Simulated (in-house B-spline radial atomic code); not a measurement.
The niobium ion Nb⁺ is squeezed into an impenetrable sphere of radius R (the orbitals vanish at R). Caution: exact exchange at fractional occupations of open shells leaves self-interaction of up to several eV. Level of theory: non-relativistic PBE0, spin-polarised, spherical fractional occupations, point nucleus; calculated with a B-spline radial code for spherical atoms.

Energies in eV above the free ion in [Kr] 4d4:

```csv
R (bohr),highest level (eV),[Kr] 4d4,[Ar] 3d9 4s2 4p6 4d4 4f1,[Ar] 3d10 4s2 4p5 4d4 4f1,-dE/dV in [Kr] 4d4 (GPa)
7.77,-11,0.01831,225.6,45.14,0.0393
6.83,-10.9,0.07425,227,46.48,0.202
5.07,-10,0.9567,232.2,51.68,4.64
4.13,-8.08,3.831,239.3,58.95,29.5
3.77,-6.55,6.718,244.4,64.31,65.1
3.22,-2.23,17.05,258.9,79.92,255
2.45,15.2,79.89,330.1,155.4,2550
2.39,17.8,91.43,342.5,168.3,3120
1.93,52,277.2,537.9,366.5,16400
1.56,119,753.3,1033,850.7,76200
```

Q: Does [Ar] 3d9 4s2 4p6 4d4 4f1 fall below [Kr] 4d4 under compression?

A: No, it stays above over the whole range.

Q: Does [Ar] 3d10 4s2 4p5 4d4 4f1 fall below [Kr] 4d4 under compression?

A: No, it stays above over the whole range.

The highest level is first positive in the row R = 2.45 bohr, pushed up by confinement above the zero of the free ion's potential. Each configuration is held fixed and needn't be the lowest in the sphere.
